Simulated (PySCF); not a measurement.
Compound: C₇H₁₃NSi.
Structure used (PBE0-D3(BJ)/def2-SVP), in Å, numbered top down from 1:
```xyz
22
C7H13NSi angstrom
C      3.269   -1.927   -0.050
C      2.734   -1.030   -0.678
Si     1.875    0.340   -1.573
N      0.584    1.062   -0.676
C      0.855    2.027    0.363
C     -0.717    0.432   -0.622
C     -0.919   -0.543    0.546
C     -2.250   -1.220    0.493
C     -3.221   -1.094    1.398
H      3.740   -2.721    0.503
H      2.895    1.389   -1.859
H      1.305   -0.240   -2.822
H      0.976    1.580    1.369
H      0.034    2.764    0.425
H      1.779    2.581    0.139
H     -0.886   -0.108   -1.571
H     -1.498    1.215   -0.573
H     -0.810   -0.011    1.505
H     -0.112   -1.297    0.506
H     -2.429   -1.856   -0.385
H     -3.093   -0.469    2.289
H     -4.178   -1.612    1.289
```

Computed at PBE0/pcSseg-1 (PySCF, non-relativistic), with Q(14N) = 0.02044 b: N4, 14N (I = 1): χzz = -5.380 MHz, η = 0.337.

Q: Find the zero-field quadrupole resonance frequencies of 14N at N4.

A: From ν± = (3/4)|χ|(1 ± η/3) and ν0 = |χ|η/2: ν+ 4.488 MHz, ν− 3.582 MHz, ν0 0.905 MHz (silicon-bound nitrogen).

In a crystal, neighbours and librations shift these lines. One conformer (not necessarily the lowest) at the PBE0-D3(BJ)/def2-SVP geometry, without solvent, vibrations or thermal averaging. The small basis limits the accuracy of the gradients.
